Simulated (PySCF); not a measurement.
From a log to its input

A PySCF 2.14 run on the atoms Se 0 0 0; F 0 0 1.989 (angstrom) printed this (some set-up lines and the per-cycle HOMO/LUMO lines with their warnings removed):

```
PySCF version 2.14.0

[INPUT] verbose = 4
[INPUT] num. atoms = 2
[INPUT] num. electrons = 43
[INPUT] charge = 0
[INPUT] spin (= nelec alpha-beta = 2S) = 1
[INPUT] symmetry False subgroup None
[INPUT] Mole.unit = angstrom

nuclear repulsion = 81.4118786030769
number of shells = 18
number of NR pGTOs = 98
number of NR cGTOs = 46
basis = def2-svp
ecp = {}

******** <class 'pyscf.solvent._attach_solvent.PCMUHF'> ********
method = PCMUHF
initial guess = minao
damping factor = 0
level_shift factor = 0
DIIS = <class 'pyscf.scf.diis.CDIIS'>
diis_start_cycle = 1
diis_space = 8
diis_damp = 0
SCF conv_tol = 1e-09
SCF conv_tol_grad = None
SCF max_cycles = 50
direct_scf = True
direct_scf_tol = 1e-13
number electrons alpha = 22  beta = 21
******** <class 'pyscf.solvent.pcm.PCM'> (In testing) ********

WARN: PCM is an experimental feature. It is still in testing.
Features and APIs may be changed in the future.

lebedev_order = 29 (302 grids per sphere)
eps = 2.27
frozen = False
Set gradient conv threshold to 3.16228e-05
PCM E_diel = -0.000165621255998907
Solvent Energy = -0.000165621255998907
init E= -2497.52060745666

PCM E_diel = -0.0119044332543985
Solvent Energy = -0.0119044332543985
cycle= 1 E= -2498.77698612183  delta_E= -1.26  |g|= 0.354  |ddm|= 1.14
PCM E_diel = -0.00404851933532984
Solvent Energy = -0.00404851933532984
cycle= 2 E= -2498.80780461152  delta_E= -0.0308  |g|= 0.277  |ddm|= 0.451
PCM E_diel = -0.00639992769988993
Solvent Energy = -0.00639992769988993
cycle= 3 E= -2498.83264134832  delta_E= -0.0248  |g|= 0.0267  |ddm|= 0.165
PCM E_diel = -0.00613581126681172
Solvent Energy = -0.00613581126681172
cycle= 4 E= -2498.83346523174  delta_E= -0.000824  |g|= 0.00943  |ddm|= 0.0425
PCM E_diel = -0.00603334032532632
Solvent Energy = -0.00603334032532632
cycle= 5 E= -2498.83362000622  delta_E= -0.000155  |g|= 0.00466  |ddm|= 0.0182
PCM E_diel = -0.00597383408621608
Solvent Energy = -0.00597383408621608
cycle= 6 E= -2498.83366224032  delta_E= -4.22e-05  |g|= 0.00305  |ddm|= 0.00891
PCM E_diel = -0.00593040308266332
Solvent Energy = -0.00593040308266332
cycle= 7 E= -2498.83368842889  delta_E= -2.62e-05  |g|= 0.00197  |ddm|= 0.00819
PCM E_diel = -0.00591596742184967
Solvent Energy = -0.00591596742184967
cycle= 8 E= -2498.83370401313  delta_E= -1.56e-05  |g|= 0.00171  |ddm|= 0.00581
PCM E_diel = -0.00590102203988688
Solvent Energy = -0.00590102203988688
cycle= 9 E= -2498.83372931521  delta_E= -2.53e-05  |g|= 0.00138  |ddm|= 0.011
PCM E_diel = -0.00584821528156892
Solvent Energy = -0.00584821528156892
cycle= 10 E= -2498.83377034721  delta_E= -4.1e-05  |g|= 0.00076  |ddm|= 0.0285
PCM E_diel = -0.00581110750702734
Solvent Energy = -0.00581110750702734
cycle= 11 E= -2498.83377830659  delta_E= -7.96e-06  |g|= 0.000273  |ddm|= 0.0137
PCM E_diel = -0.00579415566199722
Solvent Energy = -0.00579415566199722
cycle= 12 E= -2498.83377926571  delta_E= -9.59e-07  |g|= 0.000202  |ddm|= 0.00531
PCM E_diel = -0.0057881270637686
Solvent Energy = -0.0057881270637686
cycle= 13 E= -2498.83377934799  delta_E= -8.23e-08  |g|= 3.41e-05  |ddm|= 0.0016
PCM E_diel = -0.00578764610290043
Solvent Energy = -0.00578764610290043
cycle= 14 E= -2498.83377934892  delta_E= -9.29e-10  |g|= 7.58e-06  |ddm|= 0.000118
PCM E_diel = -0.00578767129221323
Solvent Energy = -0.00578767129221323
Extra cycle  E= -2498.83377934897  delta_E= -5.09e-11  |g|= 4.21e-06  |ddm|= 8.66e-06
converged SCF energy = -2498.83377934897  <S^2> = 0.76985068  2S+1 = 2.0197531
**** SCF Summaries ****
Total Energy =                       -2498.833779348973167
Nuclear Repulsion Energy =              81.411878603076929
One-electron Energy =                -3643.660065271266831
Two-electron Energy =                 1063.420194990508890
Two-electron Coulomb Energy =         1158.960522269957664
DFT Exchange-Correlation Energy =      -95.540327279448775
**** MO energy ****
                             alpha | beta                alpha | beta
[11 lines left out]
MO #12  energy= -2.72525730748743  | -2.71759750361141  occ= 1 | 1
MO #13  energy= -2.70986886014116  | -2.70893289738089  occ= 1 | 1
MO #14  energy= -2.70651541168347  | -2.69946496049297  occ= 1 | 1
MO #15  energy= -2.70246106749943  | -2.69831531138826  occ= 1 | 1
MO #16  energy= -1.47368933732901  | -1.48580146995817  occ= 1 | 1
MO #17  energy= -0.933573517719724 | -0.838638223930884 occ= 1 | 1
MO #18  energy= -0.621119202431603 | -0.616820536197439 occ= 1 | 1
MO #19  energy= -0.614168064266865 | -0.601884508649311 occ= 1 | 1
MO #20  energy= -0.55847103945574  | -0.584700986530307 occ= 1 | 1
MO #21  energy= -0.459596498609712 | -0.381600118252134 occ= 1 | 1
MO #22  energy= -0.401796694745729 | -0.0194105610816528 occ= 1 | 0
MO #23  energy= 0.0201290180268567 | 0.0368908254880145 occ= 0 | 0
MO #24  energy= 0.366433139956273  | 0.387398293701084  occ= 0 | 0
MO #25  energy= 0.596086180482379  | 0.650746591119375  occ= 0 | 0
[21 lines left out]

To work with the spin densities directly, `use mulliken_meta_spin()` only printing them here.

 ** Mulliken spin pop alpha/beta on meta-lowdin orthogonal AOs **
 ** Mulliken Spin Density (per AO)  **
 ** Mulliken Spin Density (per atom)  **
spin density of  0 Se =      1.07000
spin density of  1 F =     -0.07000
 ** Mulliken pop alpha/beta on meta-lowdin orthogonal AOs **
 ** Mulliken pop       alpha | beta **
pop of  0 Se 1s        1.00000 | 1.00000
pop of  0 Se 2s        0.99999 | 0.99999
pop of  0 Se 3s        0.99992 | 0.99992
pop of  0 Se 4s        0.97957 | 0.97497
pop of  0 Se 5s        0.00050 | 0.00047
pop of  0 Se 2px       1.00000 | 1.00000
pop of  0 Se 2py       1.00000 | 1.00000
pop of  0 Se 2pz       1.00000 | 1.00000
pop of  0 Se 3px       0.99999 | 0.99999
pop of  0 Se 3py       0.99999 | 0.99995
pop of  0 Se 3pz       0.99995 | 0.99995
pop of  0 Se 4px       0.99892 | 0.91021
[34 lines left out]
In total            22.00000 | 21.00000
 ** Mulliken atomic charges   ( Nelec_alpha | Nelec_beta ) **
charge of  0Se =      0.49925  (    17.28537     16.21537 )
charge of  1F =     -0.49925  (     4.71463      4.78463 )
Dipole moment(X, Y, Z, Debye):  0.00000, -0.00000, -3.74583
orbital energies (hartree): [array([-0.5585, -0.4596, -0.4018,  0.0201,  0.3664,  0.5961]), array([-0.6019, -0.5847, -0.3816, -0.0194,  0.0369,  0.3874])]
```

Q: Write the input that gave this log.

A: The input was:

```python
from pyscf import gto, scf, solvent

mol = gto.M(
    atom='Se 0 0 0; F 0 0 1.989',
    basis='def2-svp',
    charge=0,
    spin=1,
    verbose=4,
)
mf = scf.UHF(mol)
mf = solvent.PCM(mf)
mf.with_solvent.eps = 2.27
mf.kernel()
mf.analyze()
print('orbital energies (hartree):', [e[max(0, n-3):n+3].round(4) for e, n in zip(mf.mo_energy, mol.nelec)])
```

The bond length is a typed value, not an optimised one. No search for the lowest solution was made.
